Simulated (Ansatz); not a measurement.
A nudged elastic band was laid between two geometries of Cl3HSi (5 atoms, charge 0, multiplicity 1).

The calculation used Ansatz 0.2.0, RKS PBE0/cc-pVDZ.

```json
{"movable images": "7", "climbing image": "yes", "spring": "5.0 eV/Å²", "optimiser": "quadratic models (default)", "start path": "through a guess of the saddle point", "force threshold": "0.05 eV/Å", "iteration limit": "60", "end points": "relaxed"}
```

First end point:

```xyz
5
Properties=species:S:1:pos:R:3
Si 0.164 0.000 0.248
H -0.080 0.000 1.709
Cl 2.190 0.000 -0.115
Cl -0.677 1.678 -0.595
Cl -0.677 -1.678 -0.595
```

Last end point:

```xyz
5
Properties=species:S:1:pos:R:3
Si -1.079 0.000 0.090
H 1.719 0.000 2.152
Cl 1.938 0.000 0.878
Cl -0.829 1.632 -1.234
Cl -0.829 -1.632 -1.234
```

Which bonds break or form, and what moves?

Bonds broken: Si1–H2, Si1–Cl3. Bonds formed: H2–Cl3. Cl3HSi becomes Cl2Si + ClH.

Give the energies along the band, and the barrier.

It converged. The highest image is number 3 of 0 to 8, 2.76 eV above the first end and 0.63 eV above the last; the last end lies 2.12 eV above the first. Neighbouring images differ by up to 1.4 eV, so the band resolves the path poorly. A vibrational analysis at the climbing image gives one clearly imaginary mode, 925i cm⁻¹: a first-order saddle point. The orbitals stay closed-shell, which can raise the energy where a bond breaks towards radicals; this wasn't checked here.

```json
{"image": "0", "path coordinate (Å)": "0.00", "energy (eV)": "0.00", "Si1–H2 (Å)": "1.48", "Si1–Cl3 (Å)": "2.06", "H2–Cl3 (Å)": "2.91"}
{"image": "1", "path coordinate (Å)": "0.45", "energy (eV)": "0.39", "Si1–H2 (Å)": "1.47", "Si1–Cl3 (Å)": "2.08", "H2–Cl3 (Å)": "2.48"}
{"image": "2", "path coordinate (Å)": "0.91", "energy (eV)": "1.78", "Si1–H2 (Å)": "1.48", "Si1–Cl3 (Å)": "2.24", "H2–Cl3 (Å)": "2.01"}
{"image": "3", "path coordinate (Å)": "1.36", "energy (eV)": "2.76", "Si1–H2 (Å)": "1.64", "Si1–Cl3 (Å)": "2.52", "H2–Cl3 (Å)": "1.60"}
{"image": "4", "path coordinate (Å)": "1.69", "energy (eV)": "2.47", "Si1–H2 (Å)": "1.94", "Si1–Cl3 (Å)": "2.76", "H2–Cl3 (Å)": "1.37"}
{"image": "5", "path coordinate (Å)": "2.02", "energy (eV)": "2.28", "Si1–H2 (Å)": "2.33", "Si1–Cl3 (Å)": "3.03", "H2–Cl3 (Å)": "1.31"}
{"image": "6", "path coordinate (Å)": "2.35", "energy (eV)": "2.20", "Si1–H2 (Å)": "2.71", "Si1–Cl3 (Å)": "3.11", "H2–Cl3 (Å)": "1.29"}
{"image": "7", "path coordinate (Å)": "2.68", "energy (eV)": "2.14", "Si1–H2 (Å)": "3.08", "Si1–Cl3 (Å)": "3.08", "H2–Cl3 (Å)": "1.29"}
{"image": "8", "path coordinate (Å)": "3.01", "energy (eV)": "2.12", "Si1–H2 (Å)": "3.48", "Si1–Cl3 (Å)": "3.12", "H2–Cl3 (Å)": "1.29"}
```

What is the geometry of the highest image?


```xyz
5
Properties=species:S:1:pos:R:3:forces:R:3
Si -0.409 0.000 0.372 0.00 0.00 0.00
H 0.841 0.000 1.427 0.00 0.00 0.00
Cl 2.106 0.000 0.443 0.00 0.00 0.00
Cl -0.808 1.663 -0.795 0.00 0.00 0.00
Cl -0.808 -1.663 -0.795 0.00 0.00 0.00
```

The band took 12 iterations and of the order of 4 core-minutes.

Time of the run: 4.1 min on 1 thread of Arm Neoverse V2, with other jobs on the host, peak memory 0.18 GiB.
